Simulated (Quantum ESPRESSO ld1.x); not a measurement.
Q: These are the eigenvalues of the occupied orbitals of an atom or ion with whole-number occupations (eV). Calculated with ld1.x of Quantum ESPRESSO 7.5: Dirac Kohn-Sham, PW91, spin-unpolarised, spherical densities, point nucleus.

orbital  eigenvalue
1s1/2      -6488.96
2s1/2      -804.157
2p1/2      -697.464
2p3/2      -687.030
3s1/2      -142.542
3p1/2      -111.648
3p3/2      -110.282
3d3/2      -60.9490
3d5/2      -60.7886

Which element is it, and in what charge state? The configuration may be excited. Open shells, if any, are shared by 2j + 1.

A: Z = 25, manganese, charge +4: Mn4+ in [Ar] 3d3. The list shows which subshells hold electrons but not how many an open one holds; the 1s level, -238.46 hartree, gives Z - s = 21.8 by -(Z - s)^2/2, which with screening and relativity narrows Z to a few neighbours, and the depths of the outer levels then fix element, charge and occupations together.
